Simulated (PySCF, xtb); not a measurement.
HOSi, SMILES O=[SiH] (connectivity only; charge and spin as stated), charge +1, multiplicity 1.

Harmonic wavenumbers (cm⁻¹) from GFN2-xTB (xtb) at its own minimum, in rising order: 626, 626, 1504, 2410.

**Question.** What does PBE-D3(BJ)/def2-TZVPD in PySCF give at its own minimum? (An estimate is asked for; the answer gives what the named calculation found.)

**Answer.** 407, 407, 1252, 2130. Paired by order, the mean absolute difference is 242 cm⁻¹ and the zero-point energies are 7.4 and 6.0 kcal/mol.
